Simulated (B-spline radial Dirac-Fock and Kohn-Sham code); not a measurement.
Level of theory: ΔSCF Dirac-Fock with Breit, self-energy and vacuum polarisation, finite nucleus, configuration average; an atomic code on a B-spline grid. Free neutral atoms.

Problem. Order these X-ray lines by photon energy, lowest first.
A. Mn Kβ3
B. Ho Lγ5
C. Gd Lβ15
D. Pt Lγ1
E. Hf Lβ2
F. Er Lγ5

Solution. A (6486.4 eV), C (7091.0 eV), B (8479.1 eV), F (8806.7 eV), E (9345.1 eV), D (12938.7 eV).

Values without a named source are computed, but for edge energies of neutral atoms, which are taken from tables.
